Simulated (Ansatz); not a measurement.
Total energies of the cluster InO₃H₃ (the lowest singlet isomer of a short search) from Ansatz at PBE0-D4/def2-TZVP, gas phase (1 Eh = 27.2114 eV = 2625.5 kJ/mol). The reference geometry is relaxed at PBE0-D4/def2-SVP.

| atom | x (Å) | y (Å) | z (Å) |
| --- | --- | --- | --- |
| In1 | -0.115 | 0.206 | -0.042 |
| O2 | 1.337 | 1.197 | -0.974 |
| O3 | 0.049 | -1.661 | 0.652 |
| O4 | -1.857 | 1.111 | 0.235 |
| H5 | -2.470 | 0.526 | 0.697 |
| H6 | 2.138 | 0.668 | -1.058 |
| H7 | 0.918 | -2.047 | 0.490 |

```
                 state                     geometry  energy (Eh)
      charge 0 singlet                    reference   -417.51891
      charge 1 doublet                    reference   -417.12209
      charge 1 doublet  relaxed at PBE0-D4/def2-SVP   -417.14799
free In atom (doublet)                            –   -190.11398
 free O atom (triplet)                            –    -75.01860
 free H atom (doublet)                            –     -0.50104
```

In the def2 sets In takes a core potential; there is no spin–orbit coupling.

(1) Work out the vertical ionisation energy to the doublet.

(2) How much does the charge 1 doublet relax, and what is the adiabatic ionisation energy?

(3) What is the binding energy per atom against free atoms?

(1) E(charge 1 doublet) − E(charge 0 singlet) = -417.12209 − (-417.51891) = 0.39682 Eh = 10.80 eV. For comparison, −ε of the highest occupied level is 8.64 eV at this level, 2.16 eV less.

(2) Relaxation: -417.12209 − (-417.14799) = 0.02590 Eh = 0.70 eV. Adiabatic ionisation energy: 0.37092 Eh = 10.09 eV, without zero-point energy. 

(3) Atoms: 1 × (-190.11398) + 3 × (-75.01860) + 3 × (-0.50104) = -416.67290 Eh. Binding: -416.67290 − (-417.51891) = 0.84601 Eh = 23.02 eV, or 3.29 eV for each of 7 atoms (no zero-point energy, no counterpoise term).

The structure comes from a short search, and lower isomers may exist.
